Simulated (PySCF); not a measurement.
# Ti: ionisation energy

Ti [Ar] 3d2 4s2 (3F) → Ti⁺ [Ar] 3d2 4s1 (4F), as a difference of total energies. Calculation: PySCF 2.14, in cc-pVTZ-DK (7s6p4d2f1g, 68 functions); the spin-free X2C one-electron Hamiltonian (Gaussian nucleus). Correlated levels: valence: [Ar] frozen. The calculations carry no spin-orbit coupling.

```tsv
method	ionisation energy (eV)
UHF	5.557
BP86	6.855
TPSS	6.562
MP2 (valence)	6.346
SCS-MP2 (valence)	6.515
```

How much does correlation contribute at MP2 (valence)?

6.346 − (5.557) = 0.789 eV, measured against UHF.

Errors of the correlated levels include the incompleteness of this basis and the frozen core.

MP2 underrates the near-degeneracy of ns² with np² in the lower species.

For comparison: 6.828 eV (measured; NIST levels, between the centres of gravity of the two terms).
